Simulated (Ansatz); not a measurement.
Reaction (redistribution): `[OH][Al]([OH])[SiH3]` + `C=NC(F)[SiH2]N` → `C=[N][Al]([OH])[SiH3]` + `N[SiH2]C(O)F`

Isolated molecules relaxed with PBE0-D4/def2-TZVP in Ansatz; ΔE leaves out vibrations. CCSD(T)/CBS adds triple-zeta CCSD(T) − MP2 to the extrapolated MP2 energy (def2 sets, frozen cores). DFT in def2-TZVPP. B3LYP here is the variant with VWN-RPA as its local correlation; programs differ in this. Each species was taken in one conformer, which may not be the lowest.

`[OH][Al]([OH])[SiH3]`:

Cartesian coordinates in Å:
```
O 0.056 1.434 1.563
Al -0.469 0.378 0.347
O -2.097 0.154 -0.067
Si 1.194 -0.913 -0.872
H -0.494 1.984 2.116
H -2.853 0.581 0.331
H 1.165 -2.339 -0.441
H 2.570 -0.396 -0.641
H 0.928 -0.884 -2.337
```

`C=NC(F)[SiH2]N`:

```xyz
13

C    -1.558   -0.881    1.216
N    -1.212   -0.855    0.002
C     0.118   -1.067   -0.386
F     0.964   -1.494    0.653
Si    0.819    0.577   -1.093
N     0.713    1.890   -0.006
H    -2.597   -0.675    1.462
H    -0.870   -1.111    2.031
H     0.138   -1.856   -1.149
H     0.045    0.876   -2.322
H     2.252    0.330   -1.390
H     1.366    1.974    0.756
H    -0.179    2.293    0.228
```

`C=[N][Al]([OH])[SiH3]`:

Cartesian coordinates in Å:
```
C -1.892 -1.775 0.036
N -1.075 -0.891 -0.272
Al 0.106 0.352 -0.627
O 0.184 1.053 -2.170
Si 1.650 1.087 1.101
H -2.888 -1.545 0.448
H -1.678 -2.849 -0.082
H -0.389 0.816 -2.897
H 1.491 2.540 1.394
H 1.424 0.344 2.372
H 3.067 0.869 0.697
```

`N[SiH2]C(O)F`:

Cartesian coordinates in Å:
```
N -0.384 -1.487 0.150
Si 0.868 -0.293 0.175
C -0.092 1.331 -0.117
O -1.073 1.134 -1.058
F -0.673 1.688 1.115
H -0.939 -1.639 0.978
H -0.221 -2.358 -0.329
H 1.766 -0.581 -0.972
H 1.645 -0.217 1.441
H 0.499 2.196 -0.431
H -1.396 0.226 -0.952
```

Task: Is it downhill or uphill in electronic energy at CCSD(T)/CBS, and by how much? (An estimate is asked.)

Result: Computed: Uphill: ΔE = +98.7 kJ/mol.

Task: What do these levels give: PBE-D4, PBE0-D4, B3LYP, HF/def2-TZVPP, MP2/def2-TZVPP, SCS-MP2/def2-TZVPP? (An estimate is asked.)

Result: Ansatz gave: PBE-D4 88.6, PBE0-D4 90.9, B3LYP 90.4, HF/def2-TZVPP 92.2, MP2/def2-TZVPP 101.8, SCS-MP2/def2-TZVPP 98.7 kJ/mol.

Largest T1 diagnostic among the species: 0.014.

In def2-TZVPP, CCSD(T) changes the Hartree–Fock value by +3.8 kJ/mol (the triples alone add −0.2 kJ/mol) and MP2 by +9.5 kJ/mol.
